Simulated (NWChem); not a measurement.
**Correlation energy of SeSn**

```
Sn
Se 1 2.3702
```
Charge 0, spin multiplicity 1.

Everything below was run with NWChem. Structure: optimised with PBE/def2-SVP with def2 effective core potentials on Sn, a minimum by its harmonic frequencies.

Basis set: def2-TZVP. Each correlation energy counts from its own Hartree-Fock reference.

Effective core potentials replace the inner electrons of Sn; spin-orbit coupling is left out. The correlated methods keep 13 core orbitals frozen. The structure started from a generated list of species. Coupled-cluster values serve here as a point of comparison, not as the truth.

**Question.** One of these methods gave a correlation energy of -565.0 mHa. Which?
A. MP2
B. SCS-MP2
C. CR-CCSD[T]
D. CR-CCSD(T)

**Answer.** A, MP2. The others give -514.6 (SCS-MP2), -575.3 (CR-CCSD[T]), -573.3 (CR-CCSD(T)).
